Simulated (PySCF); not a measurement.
A mixed set of molecules. Method: TDDFT CAM-B3LYP/def2-SVPD, vertical, gas phase, core orbitals frozen in the response in PySCF 2.14.0, density-fitted response routines. Geometries: PBE0-D3(BJ)/def2-SVP; one conformer of each isolated species. Triplets are in the Tamm–Dancoff approximation. 'Strongest' means the level of largest summed f among the lowest 10 singlets; it needn't be the same kind of state in each. Atoms past krypton carry core potentials; spin–orbit coupling is left out.

Question: Rank by computed energy of the strongest computed level, highest first.
A. `COB(OC)[SiH2][Se][SiH3]`
B. `C[C@@]1(OC=O)C[C@@H]2CC[C@H]1O2`
C. `[CH3][Be][Cl]`
D. `CC1=C[C@@H]2C=C[C@H]1C=C2C`
E. `[O]=[Mo]([Cl])([Cl])([Cl])[Cl]`
F. `C=Cc1cccc(CC)c1`

Answer: C (9.03 eV), B (8.23 eV), A (6.93 eV), D (6.57 eV), F (6.42 eV), E (2.75 eV).

```tsv
SMILES	strongest (eV)	first f ≥ 0.01 (nm)	f (S1)	S1 (eV)	T1 (eV)	S1 mainly
[CH3][Be][Cl]	9.03	160	0.025	7.73	7.03	H→L+1/L+2 (≥80%)
C[C@@]1(OC=O)C[C@@H]2CC[C@H]1O2	8.23	166	0.002	5.78	5.25	H-1→L (86%)
COB(OC)[SiH2][Se][SiH3]	6.93	239	0.016	5.18	4.85	H→L (95%)
CC1=C[C@@H]2C=C[C@H]1C=C2C	6.57	189	0.001	4.97	3.55	H→L (95%)
C=Cc1cccc(CC)c1	6.42	252	0.124	4.92	3.20	H→L (42%)
[O]=[Mo]([Cl])([Cl])([Cl])[Cl]	2.75	450	0.000	2.27	1.59	H→L (98%)
```

H and L stand for HOMO and LUMO. A slash joins orbitals within 0.01 eV of each other, whose weights are summed (≥ marks a lower bound).
